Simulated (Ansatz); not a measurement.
`C[CH2][Mg][OH]` → `[CH2]` (triplet) + `[CH3][Mg][OH]` at 400 K and 1 bar (formal loss of a carbene).

Gas-phase electronic energies from Ansatz, PBE0-D4/def2-TZVP geometries. CCSD(T)/CBS is the MP2 limit (def2-TZVPP, def2-QZVPP) plus CCSD(T) − MP2 in def2-TZVPP, frozen cores. This one scheme is used for every species. Triplets are unrestricted, without spin–orbit coupling. For Mg outer-core shells are correlated without core-valence functions, which leaves a few kJ/mol of doubt a bond. Each species was taken in one conformer, which may not be the lowest.

```
          species  CCSD(T)/CBS energy (Eh)  H − E (kJ/mol)  S (J/(mol·K))
 `C[CH2][Mg][OH]`               -354.82367           231.8          383.3
`[CH2]` (triplet)                -39.09499            59.0          205.7
  `[CH3][Mg][OH]`               -315.57215           149.7          332.9
```

H − E and S are ideal-gas, rigid-rotor, harmonic terms from PBE0-D4/def2-TZVP, for one conformer and one mirror image of each species, with the whole ground term of open shells counted as degenerate. 1 Eh = 2625.50 kJ/mol, R = 8.31446 J/(mol·K).

By hand: ΔE, ΔH, ΔS and ΔG.

ΔE = (-39.09499) + (-315.57215) − (-354.82367) = 0.15653 Eh = 411.0 kJ/mol. Δ(H − E) = 59.0 + 149.7 − 231.8 = -23.1, so ΔH = 387.9 kJ/mol. ΔS = 205.7 + 332.9 − 383.3 = 155.3 J/(mol·K). ΔG = 387.9 − 400 × (155.3)/1000 = 325.8 kJ/mol.

By hand: the equilibrium constant, and the temperature at which ΔG would vanish if ΔH and ΔS stayed fixed.

log₁₀ K = −ΔG/(RT ln 10) = -42.5. ΔG = 0 at ΔH/ΔS = 2498 K.

The number of gas molecules changes by +1, which sets the sign of ΔS. A doubt of 5 kJ/mol in ΔE shifts log₁₀ K by 0.7 here. Other conformers and mirror images would add mixing entropy, several J/(mol·K) or more a flexible species. A triplet takes part, so the spin changes. These are equilibria of isolated gas molecules and say nothing of rates. Largest T1 diagnostic: 0.011 (customary marks: 0.02 for closed shells, 0.045 for open ones).
